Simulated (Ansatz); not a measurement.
`C=CO[Si](F)(F)F` + `C[SiH2]B(O)O` → `C[SiH2][Si](F)(F)F` + `C=COB(O)O`  (redistribution)

Program: Ansatz. Geometries: PBE0-D4/def2-TZVP. ΔE: electronic, gas phase. CCSD(T)/CBS is the MP2 limit (def2-TZVPP, def2-QZVPP) plus CCSD(T) − MP2 in def2-TZVPP, frozen cores. DFT in def2-TZVPP. B3LYP here is the variant with VWN-RPA as its local correlation; programs differ in this. Each species was taken in one conformer, which may not be the lowest.

`C=CO[Si](F)(F)F`:

Z-matrix (Å, degrees):
```
Si
F 1 1.564
F 1 1.569 2 108.9
O 1 1.609 2 107.2 3 121.5
F 1 1.569 2 108.9 3 -117.0
C 4 1.364 1 130.1 2 179.9
C 6 1.322 4 126.1 1 0.2
H 6 1.084 4 111.0 1 -179.8
H 7 1.081 6 119.1 4 -180.0
H 7 1.084 6 123.1 4 0.0
```

`C[SiH2]B(O)O`:

Z-matrix (Å, degrees):
```
C
Si 1 1.881
H 1 1.093 2 111.0
H 1 1.092 2 111.2 3 -119.7
H 1 1.093 2 111.0 3 120.5
B 2 2.044 1 111.8 3 -60.3
H 2 1.494 1 109.6 3 177.7
H 2 1.494 1 109.6 3 61.8
O 6 1.361 2 123.4 1 179.9
O 6 1.363 2 122.0 1 -0.1
H 9 0.958 6 113.8 2 -0.0
H 10 0.958 6 113.5 2 0.0
```

`C[SiH2][Si](F)(F)F`:

Cartesian coordinates in Å:
```
C 0.472 -1.674 -0.023
Si -0.467 -0.219 -0.733
Si -0.087 1.683 0.558
F -0.545 1.477 2.061
F -0.852 2.960 0.020
F 1.452 2.062 0.609
H 0.298 -2.569 -0.624
H 0.150 -1.881 1.000
H 1.545 -1.473 -0.010
H -0.031 0.095 -2.119
H -1.935 -0.461 -0.739
```

`C=COB(O)O`:

Cartesian coordinates in Å:
```
C 1.462 -0.285 -1.750
C 0.878 0.129 -0.638
O -0.314 -0.381 -0.223
B -0.934 0.042 0.926
O -2.127 -0.519 1.275
O -0.370 1.004 1.705
H 2.408 0.144 -2.047
H 1.014 -1.047 -2.375
H 1.304 0.891 0.008
H -2.416 -1.183 0.645
H -0.905 1.206 2.475
```

(1) Is it downhill or uphill in electronic energy at CCSD(T)/CBS, and by how much? (Best estimate.)

(2) What do these levels give: PBE-D4, r2SCAN-D4, B3LYP-D4, B2PLYP, r2SCAN, HF/CBS(def2)? (An estimate is asked.)

Largest T1 diagnostic among the species: 0.013.

Results:

(1) Ansatz gave: Downhill: ΔE = -38.2 kJ/mol.

(2) The calculation gave: PBE-D4 -49.7, r2SCAN-D4 -41.2, B3LYP-D4 -45.9, B2PLYP -43.6, r2SCAN -41.6, HF/CBS(def2) -43.5 kJ/mol.

In def2-TZVPP, CCSD(T) changes the Hartree–Fock value by +7.9 kJ/mol (the triples alone add +0.9 kJ/mol) and MP2 by +9.3 kJ/mol. The D4 term adds +3.3 kJ/mol with B3LYP and +1.6 kJ/mol with PBE0; it sums over pairs of atoms, weighted by their polarisabilities, and B3LYP, whose exchange is more repulsive, gets the larger term.
